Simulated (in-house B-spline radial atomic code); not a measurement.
Ionisation energies along the 17-electron series, configuration [Ne] 3s2 3p5, as differences of self-consistent energies. Dirac energy differences include first-order Breit, QED and recoil terms. NIST's values go from ground level to ground level; the uncertainty of those that are theory runs from under 0.1 % in few-electron ions to several per cent in heavy many-electron ones. Computed with a B-spline radial code for spherical atoms: Dirac-Hartree-Fock, average of the configuration, finite nuclei.

```csv
ion,configuration after,ionisation energy (eV),IE/(q+1)² (eV),Breit and QED recoil part (eV),tabulated value (eV),tabulated kind,computed minus tabulated (eV)
Sm45+,[Ne] 3s2 3p4,3819.8,1.8052,-3.9589,3766,tabulated theory,54
Eu46+,[Ne] 3s2 3p4,3979.4,1.8014,-4.2066,3921,tabulated theory,58
Gd47+,[Ne] 3s2 3p4,4142.4,1.7979,-4.465,4080,tabulated theory,62
Tb48+,[Ne] 3s2 3p4,4308.9,1.7946,-4.7346,4242,tabulated theory,67
Dy49+,[Ne] 3s2 3p4,4479.0,1.7916,-5.0155,4407,tabulated theory,72
Ho50+,[Ne] 3s2 3p4,?,?,?,?,tabulated theory,?
Er51+,[Ne] 3s2 3p4,?,?,?,?,tabulated theory,?
Tm52+,[Ne] 3s2 3p4,5010.4,1.7837,-5.9304,4922,tabulated theory,88
Yb53+,[Ne] 3s2 3p4,5194.7,1.7814,-6.2605,5101,tabulated theory,94
```

Problem. Fill in the row of Ho50+.

Solution. ionisation energy (eV): 4652.5; IE/(q+1)² (eV): 1.7888; Breit and QED recoil part (eV): -5.3083; tabulated value (eV): 4576; computed minus tabulated (eV): 77.

Problem. Fill in the row of Er51+.

Solution. ionisation energy (eV): 4829.7; IE/(q+1)² (eV): 1.7861; Breit and QED recoil part (eV): -5.6132; tabulated value (eV): 4748; computed minus tabulated (eV): 82.

Where a p, d or f electron is removed, the computed value is a mean over both j, so it misses the tabulated one by a part of the spin-orbit splitting; averaging over terms and missing correlation add to the gap, relatively most at low charge.
